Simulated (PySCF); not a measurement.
H6AlO2Si2, charge +1, singlet, geometry from GFN2-xTB (such geometries of metal compounds can be far from the true shape); HF/3-21G (PySCF).

Here is a job for PySCF.
```python
from pyscf import gto, scf

mol = gto.Mole()
mol.atom = '''
    Al    0.000000   -0.000000   -0.000000
    O    -1.350764    0.168450    0.862441
    Si   -2.818390    0.351474    1.799496
    H    -2.609435   -0.648004    2.843649
    H    -3.831695    0.040158    0.794922
    H    -2.716136    1.749824    2.208194
    O     1.350764   -0.168450   -0.862441
    Si    2.818390   -0.351474   -1.799496
    H     2.371905   -1.273484   -2.840371
    H     3.725799   -0.896794   -0.793461
    H     3.059563    1.028301   -2.212933
'''
mol.basis = '3-21g'
mol.charge = 1
mol.spin = 0
mol.verbose = 4
mol.build()

mf = scf.RHF(mol)
mf.kernel()
```

Output, abridged:

```
PySCF version 2.14.0

[INPUT] verbose = 4
[INPUT] num. atoms = 11
[INPUT] num. electrons = 62
[INPUT] charge = 1
[INPUT] spin (= nelec alpha-beta = 2S) = 0
[INPUT] symmetry False subgroup None
[INPUT] Mole.unit = angstrom
[INPUT] Symbol           X                Y                Z      unit          X                Y                Z       unit  Magmom
[INPUT]  1 Al     0.000000000000   0.000000000000   0.000000000000 AA    0.000000000000   0.000000000000   0.000000000000 Bohr   0.0
[INPUT]  2 O     -1.350764000000   0.168450000000   0.862441000000 AA   -2.552574018922   0.318324365683   1.629777288596 Bohr   0.0
[INPUT]  3 Si    -2.818390000000   0.351474000000   1.799496000000 AA   -5.325985212213   0.664189599905   3.400554602250 Bohr   0.0
[INPUT]  4 H     -2.609435000000  -0.648004000000   2.843649000000 AA   -4.931117489854  -1.224550087623   5.373717804393 Bohr   0.0
[INPUT]  5 H     -3.831695000000   0.040158000000   0.794922000000 AA   -7.240854142865   0.075887621710   1.502184870392 Bohr   0.0
[INPUT]  6 H     -2.716136000000   1.749824000000   2.208194000000 AA   -5.132753157072   3.306688126191   4.172881889908 Bohr   0.0
[INPUT]  7 O      1.350764000000  -0.168450000000  -0.862441000000 AA    2.552574018922  -0.318324365683  -1.629777288596 Bohr   0.0
[INPUT]  8 Si     2.818390000000  -0.351474000000  -1.799496000000 AA    5.325985212213  -0.664189599905  -3.400554602250 Bohr   0.0
[INPUT]  9 H      2.371905000000  -1.273484000000  -2.840371000000 AA    4.482250843486  -2.406535984016  -5.367523282157 Bohr   0.0
[INPUT] 10 H      3.725799000000  -0.896794000000  -0.793461000000 AA    7.040739705178  -1.694695050153  -1.499423980524 Bohr   0.0
[INPUT] 11 H      3.059563000000   1.028301000000  -2.212933000000 AA    5.781736130853   1.943207263616  -4.181837302012 Bohr   0.0

nuclear repulsion = 307.055765501197
number of shells = 43
number of NR pGTOs = 129
number of NR cGTOs = 69
basis = 3-21g
ecp = {}

******** <class 'pyscf.scf.hf.RHF'> ********
method = RHF
initial guess = minao
damping factor = 0
level_shift factor = 0
DIIS = <class 'pyscf.scf.diis.CDIIS'>
diis_start_cycle = 1
diis_space = 8
diis_damp = 0
SCF conv_tol = 1e-09
SCF conv_tol_grad = None
SCF max_cycles = 50
direct_scf = True
direct_scf_tol = 1e-13
Set gradient conv threshold to 3.16228e-05
Initial guess from minao.
init E= -967.254746751103
  HOMO = -0.391673500930264  LUMO = -0.139578767478547  gap/eV = 6.85985
cycle= 1 E= -967.577424448126  delta_E= -0.323  |g|= 0.744  |ddm|= 2.83
  HOMO = -0.560007839910993  LUMO = -0.137882563691084  gap/eV = 11.48661
cycle= 2 E= -967.656945441013  delta_E= -0.0795  |g|= 0.451  |ddm|= 0.839
  HOMO = -0.613859756236962  LUMO = -0.153801022175507  gap/eV = 12.51884
cycle= 3 E= -967.69217122017  delta_E= -0.0352  |g|= 0.0507  |ddm|= 0.286
  HOMO = -0.604405083905178  LUMO = -0.144482187910705  gap/eV = 12.51514
cycle= 4 E= -967.693090129472  delta_E= -0.000919  |g|= 0.00618  |ddm|= 0.0802
  HOMO = -0.605303556118405  LUMO = -0.144531689601475  gap/eV = 12.53824
cycle= 5 E= -967.693118691779  delta_E= -2.86e-05  |g|= 0.00217  |ddm|= 0.0135
  HOMO = -0.605210547260924  LUMO = -0.144820667334105  gap/eV = 12.52785
cycle= 6 E= -967.693122876675  delta_E= -4.18e-06  |g|= 0.00046  |ddm|= 0.00523
  HOMO = -0.605187973478874  LUMO = -0.144802743897125  gap/eV = 12.52772
cycle= 7 E= -967.693123045758  delta_E= -1.69e-07  |g|= 4.21e-05  |ddm|= 0.00115
  HOMO = -0.605180963038327  LUMO = -0.144795340088188  gap/eV = 12.52773
cycle= 8 E= -967.693123046838  delta_E= -1.08e-09  |g|= 5.5e-06  |ddm|= 0.000107
  HOMO = -0.60518052541329  LUMO = -0.144795031399884  gap/eV = 12.52773
cycle= 9 E= -967.693123046855  delta_E= -1.71e-11  |g|= 8.78e-07  |ddm|= 1.22e-05
  HOMO = -0.605180611039525  LUMO = -0.144794955178431  gap/eV = 12.52773
Extra cycle  E= -967.693123046857  delta_E= -2.27e-12  |g|= 3.92e-07  |ddm|= 1.13e-06
converged SCF energy = -967.693123046857
```
